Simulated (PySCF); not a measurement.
H6HfO4Sn, multiplicity 1. Atoms are numbered in the order given.

```xyz
12

O      0.0000     0.0000     0.6502
Hf     0.0000     0.0000    -1.2964
O      1.2231    -1.3766    -1.9202
H      1.8145    -2.0452    -2.2616
O      0.5806     1.7475    -1.9202
H      0.8639     2.5940    -2.2616
O     -1.8037    -0.3709    -1.9202
H     -2.6785    -0.5488    -2.2616
Sn     0.0000     0.0000     2.6322
H     -1.6449    -0.0172     3.1316
H      0.8076     1.4332     3.1316
H      0.8374    -1.4160     3.1316
```
Charge 0, spin multiplicity 1.

Geometry optimised at B3LYP-D3(BJ)/def2-SVP. The multiplicity is an assumed one; other spin states were not compared. The def2 effective core potentials stand for the cores of Hf, Sn; spin–orbit coupling is left out. Other conformers were not sampled.

These are PySCF with PBE/def2-TZVP values and carry that method's errors.

ESP charges are fitted to the potential on shells at 1.4 to 2.0 van der Waals radii. Atomic charges (e):

| atom | Mulliken | ESP fit | Löwdin |
|---|---|---|---|
| O1 | -0.67 | -0.64 | ___ |
| Hf2 | 1.40 | 1.87 | 0.54 |
| O3 | -0.66 | -1.00 | ___ |
| H4 | 0.30 | 0.51 | 0.15 |
| O5 | -0.66 | -1.00 | ___ |
| H6 | 0.30 | 0.51 | 0.15 |
| O7 | -0.66 | -1.00 | ___ |
| H8 | 0.30 | 0.50 | 0.15 |
| Sn9 | 0.53 | 0.46 | 0.38 |
| H10 | -0.06 | -0.07 | ___ |
| H11 | -0.06 | -0.07 | ___ |
| H12 | -0.06 | -0.07 | ___ |

Q: Complete the blanks. (An estimate is asked for; the answer gives what the named calculation found.)

A: 
- O1, Löwdin: -0.34
- O3, Löwdin: -0.30
- O5, Löwdin: -0.30
- O7, Löwdin: -0.30
- H10, Löwdin: -0.05
- H11, Löwdin: -0.05
- H12, Löwdin: -0.05
